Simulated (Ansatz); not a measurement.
A nudged elastic band was laid between two geometries of CH₅AsOSi (9 atoms, charge 0, multiplicity 1).

All numbers below come from RKS B3LYP/def2-SVP (Ansatz).

- movable images: 7
- climbing image: yes
- spring: 5.0 eV/Å²
- optimiser: quadratic models (default)
- start path: through a guess of the saddle point
- force threshold: 0.03 eV/Å
- iteration limit: 60
- end points: relaxed

Initial state:

```xyz
9
Properties=species:S:1:pos:R:3
As -1.173 1.755 0.179
Si 0.468 0.048 0.036
C -0.035 -1.697 -0.227
O 0.270 -1.239 1.130
H -0.602 2.459 -1.057
H -0.299 2.595 1.117
H 1.875 0.461 -0.211
H 0.672 -2.448 -0.610
H -1.087 -1.979 -0.375
```

Final state:

```xyz
9
Properties=species:S:1:pos:R:3
As -0.354 2.135 0.598
Si 0.725 0.099 0.027
C -0.093 -1.534 -0.135
O 0.542 -1.170 1.139
H -0.300 2.619 -0.855
H -1.740 1.517 0.417
H 2.104 0.307 -0.493
H 0.391 -2.381 -0.643
H -1.186 -1.637 -0.072
```

Question: What changes between the two ends?

Answer: No bond is made or broken. The height of As1 over the plane of its neighbours goes from -0.96 to 0.95 Å.

Question: Give the energies along the band, and the barrier.

Answer: The forces met the threshold. The highest image is number 4 of 0 to 8, 1.25 eV above the first end and 1.25 eV above the last; the last end lies 0.01 eV above the first. A vibrational analysis at the climbing image gives one clearly imaginary mode, 693i cm⁻¹: a first-order saddle point.

```json
{"image": "0", "path coordinate (Å)": "0.00", "energy (eV)": "0.00", "height of As1 over the plane of its neighbours (Å)": "-0.96"}
{"image": "1", "path coordinate (Å)": "0.93", "energy (eV)": "0.02", "height of As1 over the plane of its neighbours (Å)": "-0.96"}
{"image": "2", "path coordinate (Å)": "1.86", "energy (eV)": "0.03", "height of As1 over the plane of its neighbours (Å)": "-0.95"}
{"image": "3", "path coordinate (Å)": "2.79", "energy (eV)": "0.05", "height of As1 over the plane of its neighbours (Å)": "-0.86"}
{"image": "4", "path coordinate (Å)": "3.71", "energy (eV)": "1.25", "height of As1 over the plane of its neighbours (Å)": "0.02"}
{"image": "5", "path coordinate (Å)": "4.17", "energy (eV)": "0.55", "height of As1 over the plane of its neighbours (Å)": "0.53"}
{"image": "6", "path coordinate (Å)": "4.63", "energy (eV)": "0.05", "height of As1 over the plane of its neighbours (Å)": "0.88"}
{"image": "7", "path coordinate (Å)": "5.09", "energy (eV)": "0.01", "height of As1 over the plane of its neighbours (Å)": "0.94"}
{"image": "8", "path coordinate (Å)": "5.55", "energy (eV)": "0.01", "height of As1 over the plane of its neighbours (Å)": "0.95"}
```

Question: What is the geometry of the highest image?

Answer: 
```xyz
9
Properties=species:S:1:pos:R:3
As -0.581 1.857 0.040
Si 0.636 -0.027 -0.191
C -0.010 -1.721 0.004
O 0.839 -1.120 1.072
H -0.069 3.186 -0.392
H -1.966 1.940 0.577
H 1.832 0.349 -0.979
H 0.450 -2.598 -0.476
H -1.043 -1.911 0.328
```

Question: What are the harmonic wavenumbers there?

Answer: 693i, 118, 167, 238, 372, 444, 584, 704, 719, 750, 816, 925, 1011, 1093, 1122, 1449, 2273, 2360, 2397, 3064, 3147 cm⁻¹.

Run time: 4.8 min on 2 threads of Intel(R) Xeon(R) 6975P-C (Granite Rapids) (shared host), peak memory 0.28 GiB.
